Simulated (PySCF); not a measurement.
C3H7O2, SMILES C(C[O])(O)C, multiplicity 2.

Geometry: ωB97X-D3(BJ)/def2-SVP. The isomer is the one that the SMILES or the coordinates give; other isomers of the formula were not compared. The values are those of a single conformer.

Level of theory: ωB97X-D3(BJ)/def2-SVP run with PySCF.

Frequencies are harmonic and unscaled.

Task: Give all harmonic wavenumbers and intensities. (An estimate is asked for; the answer gives what the named calculation found.)

Result: 
```tsv
mode	ν (cm⁻¹)	IR (km/mol)	moving atoms (share of kinetic energy)
1	120	7.8	O 40 %, C 32 %, H 28 %
2	244	3.8	H 63 %, O 22 %, C 15 %
3	270	6.9	H 58 %, O 21 %, C 21 %
4	277	105.6	H 89 %
5	381	18.4	H 39 %, O 32 %, C 29 %
6	431	2.1	H 52 %, C 29 %, O 18 %
7	527	2.1	O 60 %, C 26 %, H 14 %
8	548	31.9	C 45 %, H 45 %, O 10 %
9	871	2.8	C 53 %, H 40 %
10	968	8.5	H 65 %, C 26 %, O 8 %
11	999	16.2	H 69 %, C 24 %
12	1089	22.9	H 46 %, C 42 %, O 13 %
13	1131	17.2	H 45 %, C 30 %, O 25 %
14	1178	52.5	C 46 %, H 30 %, O 24 %
15	1200	23.9	H 58 %, C 38 %
16	1264	47.6	H 84 %, C 13 %
17	1320	32.6	H 87 %, C 11 %
18	1372	14.1	H 74 %, C 20 %
19	1377	4.1	H 80 %, C 20 %
20	1427	25.2	H 63 %, C 36 %
21	1437	8.8	H 61 %, C 36 %
22	1475	7.2	H 94 %
23	1491	5.7	H 81 %, C 18 %
24	2947	11.6	H 94 %
25	3002	7.9	H 92 %
26	3025	54.0	H 92 %, C 8 %
27	3061	13.1	H 97 %
28	3153	22.0	H 90 %, C 10 %
29	3176	7.8	H 90 %, C 10 %
30	3897	40.4	H 94 %
```
